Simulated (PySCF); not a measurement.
**Magnetic susceptibility: C$_{5}$H$_{9}$AlBrN**

Geometry (Å), atoms numbered from 1 in this order:
```xyz
17

C    -2.370    0.824    0.991
C    -1.888   -0.306    0.491
C    -1.482   -0.584   -0.888
Br   -2.518    0.509   -2.251
Al   -0.031    0.524   -1.846
N     1.449   -0.084   -0.651
C     2.140    0.133    0.240
C     3.018    0.383    1.330
H    -2.567    0.936    2.043
H    -2.610    1.667    0.364
H    -1.677   -1.139    1.156
H    -1.717   -1.613   -1.172
H     0.449    0.035   -3.234
H     0.069    2.024   -1.415
H     2.587    1.155    1.968
H     3.158   -0.528    1.911
H     3.982    0.724    0.951
```

Level of theory: GIAO PBE0/pcSseg-1 magnetisability, rotational g tensor and spin-rotation constants, non-relativistic, gas phase in PySCF. Geometry: GFN2-xTB.

The bonding changed while the geometry was optimised; results refer to the coordinates, not to the name. The calculation is non-relativistic, which matters for the atoms heavier than Zn.

(1) How diamagnetic is it, and how anisotropic?

(2) Split it along the inertial axes a, b, c into diamagnetic and paramagnetic parts about the centre of mass, with the quadrupole moment.

(3) And the rotational g tensor?

Results:

(1) Isotropic -1632 × 10⁻³⁰ J/T², or -98.3 × 10⁻⁶ cm³/mol; principal values -1810, -1580, -1508 × 10⁻³⁰ J/T², anisotropy 273 × 10⁻³⁰ J/T² (root of half the summed squared differences of the principal values). The susceptibility is in cgs units.

(2) 
```tsv
axis	χ (10⁻⁶ cm³/mol)	diamagnetic (10⁻⁶ cm³/mol)	paramagnetic (10⁻⁶ cm³/mol)	summed x² of all electrons (Å²)	quadrupole Θ (D Å)
a	-107.8	-709.9	602.0	453.5	+37.86
b	-94.0	-2086.7	1992.7	129.0	-22.62
c	-93.1	-2471.4	2378.4	38.3	-15.25
```
Anisotropies 2χaa − χbb − χcc = -28.6 and 2χbb − χaa − χcc = +12.9 × 10⁻⁶ cm³/mol. Θ is traceless in Buckingham's convention.

(3) 
```csv
axis,rotational constant (GHz),g,nuclear part,electronic part
a,2.1680,-0.0196,0.5937,-0.6132
b,0.5715,+0.0007,0.5357,-0.5351
c,0.4824,-0.0006,0.5383,-0.5390
```
Asymmetric top; isotopes 27Al, 79Br, 12C, 1H, 14N; no vibrational averaging.
